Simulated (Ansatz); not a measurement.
`[SiH3]C[SiH]1CO1`, charge 0, multiplicity 1.

Question: Give a relaxed structure at PBE0-D4/def2-TZVP (Ansatz 0.2.0). (An estimate is asked.)

Answer: The calculation gave: 
Z-matrix (Å, degrees):
```
Si
C 1 1.878
H 1 1.486 2 109.8
H 1 1.488 2 110.1 3 119.5
H 1 1.486 2 110.7 3 -120.5
Si 2 1.850 1 113.6 3 -68.0
H 2 1.094 1 109.0 3 53.2
H 2 1.095 1 108.8 3 170.5
O 6 1.660 2 119.0 1 144.2
C 6 1.803 2 123.4 1 84.6
H 6 1.480 2 112.6 1 -75.0
H 10 1.089 6 121.9 2 2.9
H 10 1.088 6 122.6 2 -158.9
```
This is one stationary point; other conformers may exist.
